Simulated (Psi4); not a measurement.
H4O4Si, charge +1, doublet, geometry from GFN2-xTB (a state made from the parent by changing its charge; the spin is typed, not shown lowest). Base run: Psi4 with PBE/6-31G**.

Input for Psi4:
```
memory 2 GB

molecule mol {
1 2
  O     0.796124    1.187021   -0.751768
  Si    0.000000    0.000000   -0.000000
  O    -1.092525    0.616850    1.016795
  O    -0.782245   -0.916290   -1.075403
  O     1.078646   -0.887580    0.810376
  H     1.067174    2.052934   -0.435624
  H    -1.477824    0.247941    1.815964
  H    -1.213786   -0.677848   -1.900108
  H     1.624436   -1.623027    0.519767
}

set basis 6-31g**
set reference uks

energy('pbe')
print_variables()
```

The base run was repeated with changes; each row names its change, and settings that it needs were set with it.

| change | ΔE vs base (eV) | point group used | SCF cycles | outcome |
|---|---|---|---|---|
| base | 0.00 | c1 | 52 | converged |
| molecule keys = symmetry c1 | 0.00 | c1 | 52 | converged |
| molecule keys = symmetry c1, no_reorient, no_com | - | - | - | not converged |
| jitter_ang = 0.002 | 0.00 | c1 | 85 | converged |
| molecule keys = no_reorient | 0.00 | c1 | 52 | converged |

Open shells are given as the SCF converged; they aren't shown to be the lowest states, and a large step between rows can be another state.
